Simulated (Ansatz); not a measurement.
Mulliken charges of CH₂BClO (`O=CBCl`) from ωB97M-V/def2-TZVPP in Ansatz (PBE0-D4/def2-TZVP geometry).

```csv
atom,x (Å),y (Å),z (Å),charge (e)
O1,0.693,1.603,0.215,-0.261
C2,-0.024,0.780,-0.307,0.128
B3,-0.097,-0.652,0.365,0.021
Cl4,0.517,-1.998,-0.536,-0.067
H5,-0.552,1.020,-1.257,0.091
H6,-0.495,-0.818,1.473,0.088
```

Q: By hand: the dipole of these point charges (1 e Å = 4.8032 D).

A: Σ q r = (-0.314, -0.178, -0.037) e Å, of length 0.363 e Å = 1.74 D.

Q: How does the dipole of the full density compare? (Best estimate.)

A: The calculation gave: (-0.311, -0.271, -0.140) e Å, 2.09 D; the point charges give 0.83 times that, at 17° from its direction.

Point charges leave out the atoms' own dipoles, such as those of lone pairs, and Mulliken's split depends on the basis, so the two needn't agree.
